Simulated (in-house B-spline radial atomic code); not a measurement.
A run on Cr- that did not converge. Method: scalar-relativistic (X2C) TPSSh, spin-polarised, spherical fractional occupations, exact exchange averaged over the configuration, Fermi nucleus of rms radius 3.6452 fm; computed with an all-electron radial atomic-structure program (B-spline basis).

Command:
```bash
python run_scf.py task.json out
```
Settings (nuclear radius in fm, mass in u):
```
Z                24
configuration    [Ar] 3d5 4s2
hamiltonian      x2c
method           tpssh
spin_polarised   True
nucleus          fermi
rms_radius       3.6452
atomic_mass      51.9405
speed_of_light   137.035999084
exact_exchange   averaged over the configuration
```

First and last ten iterations of the last attempt (damped for 15 steps, keeping 80 % of the old Fock matrix, then DIIS):
```
 iter        energy (Eh)    residual
    1       -1042.733830    1.82e-01
    2       -1045.361540    3.60e-01
    3       -1047.850732    2.41e-01
    4       -1049.282656    1.56e-01
    5       -1050.060066    1.13e-01
    6       -1050.455909    8.00e-02
    7       -1050.645450    5.67e-02
    8       -1050.733133    4.41e-02
    9       -1050.774884    3.30e-02
   10       -1050.796798    2.41e-02
  111        -963.123454    1.58e+01
  112        -891.990977    1.58e+01
  113        -921.905375    1.58e+01
  114        -843.480966    1.58e+01
  115        -921.190338    1.58e+01
  116        -771.793788    1.58e+01
  117        -761.447467    1.58e+01
  118        -506.136085    1.59e+01
  119        -716.899724    2.77e+01
  120        -519.998491    1.54e+01
 not converged after 120 iterations
```

The smallest residual met was 5.9e-03; the threshold is about 2e-07. No energy from this run should be used. Cost of the run: 7.4 s on 1 thread of Arm Neoverse N1 (shared host).
